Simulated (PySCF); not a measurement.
Excitation energy of Gd²⁺ by level of theory

Gd²⁺ [Xe] 4f7 5d1 (9D) → Gd²⁺ [Xe] 4f6 5d2 (high-spin determinant), as a difference of total energies. All numbers are calculated (PySCF 2.14, the spin-free X2C one-electron Hamiltonian (Gaussian nucleus), in cc-pVDZ-X2C (8s7p5d3f1g, 84 functions)). Correlated levels: valence: [Kr] 4d10 frozen; valence and next inner shell: [Ar] 3d10 frozen. The calculations carry no spin-orbit coupling.

| method | excitation energy (eV) |
| --- | --- |
| UHF | 9.035 |
| MP2 (valence) | 10.400 |
| SCS-MP2 (valence) | 9.727 |
| MP2 (valence and next inner shell) | 10.434 |
| SCS-MP2 (valence and next inner shell) | 9.749 |

How much does correlation contribute at MP2 (valence and next inner shell)?

10.434 − (9.035) = 1.399 eV, measured against UHF.

The determinant of the upper state mixes LS terms, which raises its energy above the lowest term, most at the Hartree-Fock and MP2 levels.
